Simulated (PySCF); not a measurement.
**Mayer bond orders and bond lengths**

Compound: C5H13NSi.
Atom-mapped SMILES: `[CH3:1][CH2:2][N:3]1[CH2:4][CH2:5][CH2:6][SiH2:7]1` (hydrogens: H8, H9, H10 on C1; H11, H12 on C2; H13, H14 on C4; H15, H16 on C5; H17, H18 on C6; H19, H20 on Si7)

Structure used (GFN2-xTB), in Å, numbered top down from 1:
```xyz
20
C5H13NSi angstrom
C      2.5776   -0.0885   -0.0967
C      1.4459    0.3515   -1.0270
N      0.1349    0.1266   -0.4868
C     -0.3032    0.9962    0.5861
C     -1.8094    0.7946    0.7262
C     -2.0880   -0.7037    0.6170
Si    -0.7915   -1.3082   -0.6333
H      2.5540    0.4817    0.8287
H      2.4698   -1.1436    0.1420
H      3.5405    0.0692   -0.5758
H      1.5133   -0.2065   -1.9642
H      1.5612    1.4192   -1.2554
H     -0.0617    2.0358    0.3355
H      0.1989    0.7526    1.5334
H     -2.1732    1.2176    1.6643
H     -2.3070    1.3100   -0.0970
H     -3.1175   -0.8905    0.3226
H     -1.9416   -1.1850    1.5838
H     -0.1561   -2.5602   -0.1888
H     -1.2518   -1.4581   -2.0176
```

Bond orders from the PBE0/pcSseg-1 density (PySCF). Isolated species at its GFN2-xTB geometry (one conformer only).

Q: Where do the orders between heavy atoms depart from those drawn in the SMILES?

A: The largest departure is 0.084, at C6–Si7 (drawn single, 0.916).

Q: Set the Mayer orders of the bonds between heavy atoms beside their lengths.

A: 
```json
{"bond": "C1–C2", "drawn as": "single", "length (Å)": "1.530", "Mayer order": "1.045"}
{"bond": "C2–N3", "drawn as": "single", "length (Å)": "1.436", "Mayer order": "0.961"}
{"bond": "N3–C4", "drawn as": "single", "length (Å)": "1.449", "Mayer order": "0.930"}
{"bond": "C4–C5", "drawn as": "single", "length (Å)": "1.526", "Mayer order": "1.037"}
{"bond": "C5–C6", "drawn as": "single", "length (Å)": "1.528", "Mayer order": "1.025"}
{"bond": "C6–Si7", "drawn as": "single", "length (Å)": "1.900", "Mayer order": "0.916"}
{"bond": "Si7–N3", "drawn as": "single", "length (Å)": "1.714", "Mayer order": "0.979"}
```

By pair of heavy elements: C–C: lowest C5–C6 (1.025, 1.528 Å), highest C1–C2 (1.045, 1.530 Å). C–N: lowest N3–C4 (0.930, 1.449 Å), highest C2–N3 (0.961, 1.436 Å).

Q: And the bonds to hydrogen?

A: C–H: 0.94 to 0.97 (11 bonds); H–Si: 0.90 to 0.92 (2 bonds).

Q: Sum the orders of all bonds at each heavy atom with more than one neighbour and set the sums beside the valence in the SMILES.

A: C1 3.940 (drawn 4), C2 3.910 (drawn 4), N3 2.870 (drawn 3), C4 3.852 (drawn 4), C5 3.967 (drawn 4), C6 3.844 (drawn 4), Si7 3.710 (drawn 4). Orders between atoms that aren't bonded are not in these sums.

The Mayer order sums products of elements of PS (density times overlap matrix) between the two atoms' basis functions, so it depends on the basis set.
